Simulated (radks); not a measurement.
Q: All-electron atom: the niobium ion Nb25+ in [Ne] 3s2 3p4. Calculated with a radial shooting solver on a logarithmic mesh with Libxc functionals: Dirac Kohn-Sham, LDA (Slater exchange, Perdew-Wang correlation), spin-unpolarised, spherical densities, finite nucleus; open shells fill j = l - 1/2 first; Fermi nuclear charge, rms radius 4.324 fm.

Spin-orbit splittings of the eigenvalues, e(l+1/2) - e(l-1/2), with zeta = 2 splitting/(2l+1) and mean radii in bohr:

| shell | occ. | splitting (eV) | zeta (eV) | <r> j=l-1/2 | <r> j=l+1/2 |
|---|---|---|---|---|---|
| 2p | 6 | 97.44 | 64.96 | 0.1331 | 0.1374 |
| 3p | 4 | ? | ? | 0.3770 | 0.3839 |
| 3d | 0 | 4.896 | 1.958 | 0.3402 | 0.3423 |
| 4p | 0 | 8.078 | 5.385 | 0.7471 | 0.7566 |

Estimate the 3p splitting.

A: 22.15 eV (zeta = 14.77 eV).
